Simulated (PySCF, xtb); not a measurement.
InClI2, SMILES [I][In]([I])[Cl].

GFN2-xTB run with xtb 6.7.1 at its own geometry gives an orbital gap of 2.76 eV and a dipole moment of 3.23 D.

Coordinates come from a B3LYP-D3(BJ)/def2-SVP optimisation. The structure was generated by enumeration; whether it is a known compound was not checked. The def2 effective core potentials stand for the cores of I, In; spin–orbit coupling is left out.

**Question.** What does PySCF with PBE/def2-TZVP give? (The exact figures need the calculation; the answer reports its results.)

**Answer.** gap 2.88 eV (levels -6.90 and -4.03 eV), dipole 1.18 D.
